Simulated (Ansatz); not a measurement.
Geometry optimisation of GeH4Se4 (`[SeH][Ge]([SeH])([SeH])[SeH]`).

```yaml
crystal:
  periodic: [false, false, false]
  atoms:
    - {symbol: Se, position_ang: [-0.368508, 1.402769, -2.195430]}
    - {symbol: Ge, position_ang: [0.226534, 0.103324, -0.292809]}
    - {symbol: Se, position_ang: [2.521765, -0.371853, -0.705953]}
    - {symbol: Se, position_ang: [-1.194426, -1.810155, -0.246578]}
    - {symbol: Se, position_ang: [0.083165, 1.250792, 1.792080]}
    - {symbol: H, position_ang: [-1.431536, 2.106315, -1.431655]}
    - {symbol: H, position_ang: [2.437099, -1.645862, 0.053552]}
    - {symbol: H, position_ang: [-0.795851, -2.131412, 1.150809]}
    - {symbol: H, position_ang: [-1.389742, 1.049783, 1.858984]}
basis:
  gaussian: {orbitals: def2-TZVP}
hamiltonian: {xc: pbe0, dispersion: d4}
relax: {f_tol: 0.005, max_steps: 150}
```

```sh
$ ansatz run in.yaml --threads 2 --pin off --events-out ev --progress --plain --max-ram 32768MiB --backend cuda --devices 0, --max-vram 18GiB
```

Shortened log:

```
Functional definition: PBE0
mean field -317947.38025948 eV, -11684.3507120613 hartree, gradient 3.0e-5 eV, S^2 0.000000; 0 other end points of the search recorded, 0 dependent functions left out
relax step   1: F+E_penalty+E_count = -317947.75396575 eV  Δ(F+E_penalty+E_count) = +0.000e0 eV  max|allowed force component| = 4.725e-1 eV/Å  Δτ_max = 0.0000 Å  (29 SCF iters, accepted)
mean field -317947.40285530 eV, -11684.3515424422 hartree, gradient 7.1e-6 eV, S^2 0.000000; 0 other end points of the search recorded, 0 dependent functions left out
relax step   2: F+E_penalty+E_count = -317947.78251706 eV  Δ(F+E_penalty+E_count) = -2.855e-2 eV  max|allowed force component| = 9.962e-2 eV/Å  Δτ_max = 0.0450 Å  (33 SCF iters, accepted)
mean field -317947.40563165 eV, -11684.3516444712 hartree, gradient 7.0e-6 eV, S^2 0.000000; 0 other end points of the search recorded, 0 dependent functions left out
relax step   3: F+E_penalty+E_count = -317947.78502727 eV  Δ(F+E_penalty+E_count) = -2.510e-3 eV  max|allowed force component| = 3.199e-2 eV/Å  Δτ_max = 0.0365 Å  (34 SCF iters, accepted)
mean field -317947.40704243 eV, -11684.3516963164 hartree, gradient 6.9e-6 eV, S^2 0.000000; 0 other end points of the search recorded, 0 dependent functions left out
relax step   4: F+E_penalty+E_count = -317947.78586556 eV  Δ(F+E_penalty+E_count) = -8.383e-4 eV  max|allowed force component| = 5.185e-3 eV/Å  Δτ_max = 0.0154 Å  (33 SCF iters, accepted)
mean field -317947.40703771 eV, -11684.3516961431 hartree, gradient 6.9e-6 eV, S^2 0.000000; 0 other end points of the search recorded, 0 dependent functions left out
relax step   5: F+E_penalty+E_count = -317947.78587661 eV  Δ(F+E_penalty+E_count) = -1.105e-5 eV  max|allowed force component| = 3.188e-3 eV/Å  Δτ_max = 0.0010 Å  (35 SCF iters, accepted)
mean field -317947.40706209 eV, -11684.3516970389 hartree, gradient 6.9e-6 eV, S^2 0.000000; 0 other end points of the search recorded, 0 dependent functions left out
relax step   6: F+E_penalty+E_count = -317947.78591360 eV  Δ(F+E_penalty+E_count) = -3.699e-5 eV  max|allowed force component| = 8.247e-3 eV/Å  Δτ_max = 0.0051 Å  (35 SCF iters, accepted)
mean field -317947.40704781 eV, -11684.3516965140 hartree, gradient 6.9e-6 eV, S^2 0.000000; 0 other end points of the search recorded, 0 dependent functions left out
relax step   7: F+E_penalty+E_count = -317947.78592644 eV  Δ(F+E_penalty+E_count) = -1.284e-5 eV  max|allowed force component| = 1.959e-2 eV/Å  Δτ_max = 0.0078 Å  (34 SCF iters, accepted)
mean field -317947.40710940 eV, -11684.3516987775 hartree, gradient 6.9e-6 eV, S^2 0.000000; 0 other end points of the search recorded, 0 dependent functions left out
relax step   8: F+E_penalty+E_count = -317947.78596885 eV  Δ(F+E_penalty+E_count) = -4.241e-5 eV  max|allowed force component| = 1.190e-2 eV/Å  Δτ_max = 0.0064 Å  (35 SCF iters, accepted)
mean field -317947.40724071 eV, -11684.3517036030 hartree, gradient 6.9e-6 eV, S^2 0.000000; 0 other end points of the search recorded, 0 dependent functions left out
relax step   9: F+E_penalty+E_count = -317947.78592775 eV  Δ(F+E_penalty+E_count) = +4.109e-5 eV  max|allowed force component| = 9.117e-3 eV/Å  Δτ_max = 0.0110 Å  (34 SCF iters, rejected (line search))
mean field -317947.40715439 eV, -11684.3517004307 hartree, gradient 6.9e-6 eV, S^2 0.000000; 0 other end points of the search recorded, 0 dependent functions left out
relax step  10: F+E_penalty+E_count = -317947.78599179 eV  Δ(F+E_penalty+E_count) = -2.294e-5 eV  max|allowed force component| = 2.401e-3 eV/Å  Δτ_max = 0.0053 Å  (35 SCF iters, accepted)
mean field -317947.40722820 eV, -11684.3517031434 hartree, gradient 6.9e-6 eV, S^2 0.000000; 0 other end points of the search recorded, 0 dependent functions left out
relax step  11: F+E_penalty+E_count = -317947.78599102 eV  Δ(F+E_penalty+E_count) = +7.684e-7 eV  max|allowed force component| = 4.281e-3 eV/Å  Δτ_max = 0.0059 Å  (35 SCF iters, accepted)
mean field -317947.40722820 eV, -11684.3517031434 hartree, gradient 6.9e-6 eV, S^2 0.000000; 1 other end points of the search recorded, 0 dependent functions left out
Total energy: -317947.78602395 eV, -11684.3656236305 hartree
Atom 0 at    -0.372086     1.404786    -2.161300 Å, force     0.000882    -0.002828     0.002764 eV/Å
Atom 1 at     0.227002     0.100678    -0.296005 Å, force     0.004281     0.001635    -0.000127 eV/Å
Atom 2 at     2.493553    -0.387052    -0.701754 Å, force    -0.003529     0.000661    -0.000493 eV/Å
Atom 3 at    -1.180674    -1.787644    -0.250057 Å, force    -0.002077    -0.003072    -0.001093 eV/Å
Atom 4 at     0.091000     1.231319     1.766288 Å, force    -0.002094     0.001601     0.000406 eV/Å
Atom 5 at    -1.440035     2.079324    -1.411392 Å, force    -0.000006    -0.000089     0.000682 eV/Å
Atom 6 at     2.420083    -1.626152     0.083723 Å, force    -0.000669    -0.000123     0.000363 eV/Å
Atom 7 at    -0.782101    -2.121195     1.125592 Å, force     0.001075     0.002711    -0.001991 eV/Å
Atom 8 at    -1.368241     1.059636     1.827905 Å, force     0.002138    -0.000495    -0.000510 eV/Å
Dipole moment:    -0.171902    -0.083509     0.231362 e Å
```

It took 64 s on 2 threads of an AMD EPYC 7R13 on a shared host and a share of an NVIDIA H100 80 GB, with 1.2 GiB of host memory at the peak.
